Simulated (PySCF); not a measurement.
Consider tetrasilane, `[SiH3][SiH2][SiH2][SiH3]` (H10Si4). Non-hydrogen atoms are numbered in `[SiH3:1][SiH2:2][SiH2:3][SiH3:4]`.

Level of theory: ωB97X-D3(BJ)/ma-def2-TZVP single points in PySCF, grid level 2; every species was optimised with PBE0-D3(BJ)/ma-def2-SVP. ωB97X-D3(BJ) is ωB97X-V with D3(BJ) in place of VV10. Thermal corrections: GFN2-xTB frequencies, unscaled, ideal gas at 298.15 K and 1 bar, quasi-RRHO entropy. These were taken at the GFN2-xTB minima.

Task: What are the vertical and the adiabatic ionisation energy for forming the radical cation?

Result: 9.61 eV vertical and 8.83 eV adiabatic, the latter with zero-point energy.

Task: Where does the unpaired spin of the relaxed radical cation sit?

Result: Si3 (silicon) 0.32, Si2 (silicon) 0.32, Si4 (silicon) 0.14, Si1 (silicon) 0.14 (intrinsic atomic orbital populations).

Task: What oxidation potential follows in acetonitrile (IEF-PCM), given that Fc+/Fc comes at 4.54 V absolute with this functional and basis?

Result: In the gas phase ΔG of oxidation is 8.784 eV, and solvation is -1.7 kJ/mol for the parent and -192.9 kJ/mol for the product, so the absolute potential is 6.80 V, or 2.26 V against Fc+/Fc. Fc+/Fc in acetonitrile, 4.54 V, is ωB97X-D3(BJ)/ma-def2-TZVP on PBE0-D3(BJ)/def2-SVP structures with GFN2-xTB thermal terms. Benchmark calculations put it near 5.0 V in acetonitrile and DMSO, so it is about 0.5 V low, and the value against it can read up to that much too high. The solvent is electrostatics only, on gas-phase structures; the absolute scale refers to an electron at rest in vacuum.

Task: How far is −ε(HOMO) from the vertical value by ΔSCF?

Result: −ε(HOMO) = 9.91 eV, which is 0.30 eV above the ΔSCF value.
